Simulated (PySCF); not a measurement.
**How methods differ on the excitation energy of Cr(2+)**

Cr(2+) [Ar] 3d4 (5D) → Cr(2+) [Ar] 3d3 4p1 (high-spin determinant), as a difference of total energies. Computed with PySCF 2.14 in aug-cc-pVTZ with one added diffuse shell each of s, p, d, f, g type (9s8p6d4f3g, 118 functions), with no relativity, point nucleus. Correlated levels: valence: [Ar] frozen. The calculations carry no spin-orbit coupling.

```csv
method,excitation energy (cm⁻¹)
UHF,90961
LDA,97657
PBE,94842
PBE0,95487
r2SCAN,93925
TPSS,93971
wB97X,97285
TPSSh,94359
MP2 (valence),94613
SCS-MP2 (valence),92178
```

A first-order spin-orbit estimate (lowest level to lowest level, LS coupling) adds -0.052 eV.

The determinant of the upper state mixes LS terms, which raises its energy above the lowest term, most at the Hartree-Fock and MP2 levels.
